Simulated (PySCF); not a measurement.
Bonds broken one at a time in the series silaethenyl-X. Gas-phase values, no solvent. One relaxed conformer stands for each flexible species; it need not be the lowest. Strings in code marks are SMILES.

The four lowest singlet excitations (Tamm–Dancoff). Level of theory: PBE-D3(BJ)/def2-TZVP // PBE0-D3(BJ)/def2-TZVP in PySCF. Excitations are Tamm–Dancoff values on a coarser integration grid. The basis has no diffuse functions, so Rydberg states are missing or too high.

```json
[
 {"state": "S1", "energy (eV)": "4.90", "wavelength (nm)": "253", "oscillator strength": "0.034"},
 {"state": "S2", "energy (eV)": "5.60", "wavelength (nm)": "221", "oscillator strength": "0.233"},
 {"state": "S3", "energy (eV)": "5.69", "wavelength (nm)": "218", "oscillator strength": "0.038"},
 {"state": "S4", "energy (eV)": "5.94", "wavelength (nm)": "209", "oscillator strength": "0.001"}
]
```

**Question.** Name which member gives these states.
A) `C=[SiH]OC` (C–Si–O–C torsion 0°)
B) `C#C[SiH]=C`
C) `C=[SiH2]`
D) `C=C[SiH]=C` (C–C–Si–C torsion 15°)

**Answer.** A, `C=[SiH]OC` (C–Si–O–C torsion 0°)
